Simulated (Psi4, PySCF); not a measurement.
The PySCF input:
```python
from pyscf import gto, scf, dft

mol = gto.M(
    atom='''
Ga    0.00000000    0.00000000   -0.00000000
Br    2.23134831   -0.34155522   -0.68288190
Br   -0.79598335   -1.01028512    1.97677450
Br   -1.43536497    1.35184034   -1.29389260
''',
    basis='def2-svp',
    charge=1,
    spin=1,
    verbose=4,
)

mf = dft.UKS(mol)
mf.xc = 'bhandhlyp'
mf.grids.atom_grid = (99, 590)
mf.grids.prune = None
mf.kernel()
```

**Question.** Write the same job for Psi4.

**Answer.** Several could match; the one computed here: 
```
memory 2 GB

molecule mol {
1 2
Ga    0.000000    0.000000   -0.000000
Br    2.231348   -0.341555   -0.682882
Br   -0.795983   -1.010285    1.976775
Br   -1.435365    1.351840   -1.293893
}

set {
  basis def2-svp
  reference uks
  scf_type pk
  puream true
  d_convergence 1e-8
  dft_radial_points 99
  dft_spherical_points 590
}

energy('bhhlyp')
print_variables()
```

Both were run: PySCF gave -9645.855600 Eh and Psi4 -9645.855597 Eh, 0.004 mEh apart.
